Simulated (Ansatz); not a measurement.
Geometry optimisation, RKS B3LYP-D4/def2-SVP in Ansatz 0.2.0.

input.yaml

```yaml
crystal:
  periodic: [false, false, false]
  atoms:
    - { symbol: Si, position_ang: [-0.193521, -0.09948, 0.12809] }
    - { symbol: Si, position_ang: [-0.093626, -0.05429, 2.383727] }
    - { symbol: H, position_ang: [-1.133383, -1.00602, 2.866899] }
    - { symbol: H, position_ang: [1.241873, -0.492179, 2.866332] }
    - { symbol: H, position_ang: [-0.410904, 1.318064, 2.852844] }
    - { symbol: Cl, position_ang: [1.649926, -0.406844, -0.764899] }
    - { symbol: Cl, position_ang: [-1.069895, 1.577937, -0.69904] }
    - { symbol: F, position_ang: [-1.098808, -1.363472, -0.334272] }
    - { symbol: H, position_ang: [1.670297, 1.604171, 0.995613] }
    - { symbol: H, position_ang: [1.426642, 1.975012, 1.558606] }
basis:
  gaussian: { orbitals: def2-SVP }
hamiltonian:
  xc: b3lyp
  dispersion: d4
relax:
  f_tol: 0.03
  max_steps: 50
```

Command:

```bash
$ ansatz run input.yaml --threads 4 --pin off --max-ram 5120MiB --backend cpu --events-out ev --progress --plain --runs-dir out
```

**Question.** Where does it end, and by what steps?

**Answer.** The forces met the threshold. The force dipped under the threshold on the way, but the program's further checks kept it going. After 17 steps the energy has fallen by 0.254 eV; H10 moved furthest, 1.21 Å.

```
step  energy less start (eV)  largest force component (eV/Å)  accepted
   0                  0.0000                           1.283       yes
   1                 -0.1655                           0.239       yes
   2                 -0.2035                           0.257       yes
   3                 -0.1881                           1.014        no
   4                 -0.2128                           0.064       yes
   5                 -0.2162                           0.016       yes
   6                 -0.2177                           0.021       yes
   7                 -0.2199                           0.063       yes
   8                 -0.2220                           0.191       yes
   9                 -0.2257                           0.184       yes
  10                 -0.2293                           0.309       yes
  11                 -0.2384                           0.213       yes
  12                 -0.2470                           0.040       yes
  13                 -0.2473                           0.240       yes
  14                 -0.2521                           0.113       yes
  15                 -0.2530                           0.066       yes
  16                 -0.2538                           0.018       yes
  17                 -0.2540                           0.021       yes
```

```xyz
10
Properties=species:S:1:pos:R:3
Si -0.320 -0.335 0.098
Si -0.286 -0.315 2.435
H -1.666 -0.568 2.936
H 0.642 -1.376 2.916
H 0.186 1.025 2.876
Cl 1.577 -0.084 -0.686
Cl -1.561 1.137 -0.643
F -0.873 -1.754 -0.460
H 2.138 2.380 0.935
H 2.153 2.942 1.449
```

Whether the end is a true minimum wasn't checked by a vibrational analysis.

Time of the run: 31 s on 4 threads of Arm Neoverse V1 (shared host), peak memory 0.28 GiB.
